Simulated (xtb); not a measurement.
C₆H₃Cl, SMILES C#C/C(Cl)=C\C#C. All values are semi-empirical tight-binding results from xtb (GFN2-xTB unless named), good for trends rather than for accurate numbers. The structure is a stationary point at GFN2-xTB. The structure was generated by enumeration; whether it is a known compound was not checked.

```yaml
point_group_as_xtb_finds_it: Cs
orbital_gap: 3.15 eV
dipole_moment: 1.14 D
zero_point_energy: 37.2 kcal/mol
G − E(el) at 298.15 K (modified RRHO): 16.8 kcal/mol
static polarisability (D4 model): 75.9 bohr³
solvation energy, GFN2-xTB/ALPB(water): -2.7 kcal/mol
solvation energy, GFN2-xTB/ALPB(octanol): -7.0 kcal/mol
```
